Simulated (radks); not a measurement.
Q: The nitrogen anion N3-, [Ne], held by a Watson sphere: a shell of charge +3 at radius R that stands for the Madelung well of a crystal (potential energy -3/R inside, -3/r outside, in hartree with lengths in bohr). All-electron calculation, non-relativistic Kohn-Sham, LDA (Slater exchange, Perdew-Wang correlation), spin-polarised, spherical densities, point nucleus. Program: a radial shooting solver on a logarithmic mesh with Libxc functionals. Response by self-consistent Sternheimer equations with the Hartree and adiabatic LDA kernel. The sphere does not respond.

R (bohr)  e(1s) (eV)  e(2s) (eV)  e(2p) (eV)  <r> 2p (bohr)  sum of <r^2> (bohr^2)  X-ray form factor at sin(theta)/lambda = 0.2 1/angstrom  alpha (bohr^3)
1.6          -373.30     -20.563      -9.139          1.580                  23.90                                                    5.637           12.88
1.72         -373.62     -19.855      -8.654          1.633                  25.42                                                    5.493           14.86
2.12         -374.47     -17.789      -7.208          1.801                  30.69                                                    5.101           23.69
2.14         -374.50     -17.698      -7.142          1.809                  30.96                                                    5.085           24.24
2.95         -375.10     -14.979      -5.020          2.135                  42.82                                                    4.652           59.40
3.01         -375.11     -14.840      -4.900          2.159                  43.78                                                    4.634           63.28

Estimate the row for R = 2.2 bohr.

A: e(1s) (eV) -374.58; e(2s) (eV) -17.435; e(2p) (eV) -6.950; <r> 2p (bohr) 1.834; sum of <r^2> (bohr^2) 31.78; X-ray form factor at sin(theta)/lambda = 0.2 1/angstrom 5.038; alpha (bohr^3) 25.96.
